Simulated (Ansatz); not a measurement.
Molecule: sum formula GeOCl2, charge 0, multiplicity 1. 
Geometry from a B3LYP-D3(BJ)/def2-TZVP (Ansatz, an electronic-structure program) optimisation:
```xyz
4

Ge    -0.3016    -0.2691    -0.0380
O     -1.5147    -1.3513    -0.1907
Cl    -0.3032     1.7434    -0.7324
Cl     1.5837    -0.6010     0.8936
```

Basis-set convergence of Hartree-Fock and CCSD(T) correlation energies (hartree) with Ansatz. Cores are frozen in the correlated levels unless marked. No spin-orbit coupling. Frozen are the shells of the preceding noble gas and the d and f shells that filled before the atom's block. No relativistic terms.

| basis | functions | E(HF) | E(corr, CCSD(T)) |
|---|---|---|---|
| def2-SVP | 82 | -3068.64616 | -0.58799 |
| def2-TZVPP | 163 | -3069.33180 | -0.78561 |
| def2-QZVPP | 286 | -3069.40385 | -0.85033 |

Extrapolating the two largest sets (X = 3 and 4) as X^-3: E(corr) = (64·(-0.85033) - 27·(-0.78561))/37 = -0.8976 Eh, an estimate of the basis-set limit. The largest set recovers 94.7 % of it, the smallest 65.5 %.
